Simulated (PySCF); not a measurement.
SMILES CCC[SiH2]S (C3H10SSi), singlet (GFN2-xTB optimised geometry):

```
15

C      2.734    -1.254     0.000
C      1.210    -1.254     0.000
C      0.644     0.163     0.000
Si    -1.246     0.192     0.006
S     -1.812     2.272     0.004
H      3.115    -0.741    -0.881
H      3.114    -0.745     0.883
H      3.118    -2.272    -0.002
H      0.848    -1.791    -0.880
H      0.848    -1.791     0.880
H      1.021     0.698    -0.875
H      1.025     0.699     0.873
H     -1.825    -0.414    -1.191
H     -1.814    -0.409     1.211
H     -3.118     2.065     0.002
```

Level of theory: PBE0/def2-TZVP run with PySCF.

Problem. What are the frontier orbital energies and the dipole moment?

Solution. HOMO-2 -8.87 eV, HOMO-1 -8.64 eV, HOMO -7.15 eV, LUMO 0.42 eV, LUMO+1 0.72 eV; dipole moment 1.54 D.

Meta-Löwdin charges at PBE0/def2-TZVP: C1 -0.34, C2 -0.18, C3 -0.44, Si4 0.60, S5 -0.33, H6 0.11, H7 0.11, H8 0.12, H9 0.10, H10 0.10, H11 0.12, H12 0.12, H13 -0.10, H14 -0.10, H15 0.11.
